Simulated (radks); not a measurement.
Trend from Mg2+ to Ar2+: ionisation energy by Delta-SCF between NIST ground configurations, and size. Method: non-relativistic Kohn-Sham, r2SCAN, spin-unpolarised, spherical densities, point nucleus; meta-GGA in the generalised Kohn-Sham scheme; computed with a radial shooting solver on a logarithmic mesh with Libxc functionals.

species  configuration  IE (eV)  NIST (eV)       kind  outermost  <r> outermost (bohr)
Mg2+              [Ne]   82.465     80.144       exp.         2s                 0.695
Al2+          [Ne] 3s1   27.536     28.448       exp.         3s                  2.24
Si2+          [Ne] 3s2   33.928     33.493       exp.         3s                  1.97
P2+       [Ne] 3s2 3p1   29.531     30.203       exp.         3p                  1.97
S2+       [Ne] 3s2 3p2   34.001      34.86  semi-emp.         3p                  1.77
Cl2+      [Ne] 3s2 3p3   38.424       39.8  semi-emp.         3p                  1.60
Ar2+      [Ne] 3s2 3p4   42.872      40.74  semi-emp.         3p                  1.47

Reference values: NIST Atomic Spectra Database (exp. = measured, semi-emp. = semi-empirical, theory = theoretical value adopted there). Spin polarisation and multiplet splitting are left out, so open shells lie too high by an amount that depends on their filling.

Beside tabulated values, note that spin-unpolarised runs miss the spin-polarisation part of the exchange energy of open shells.
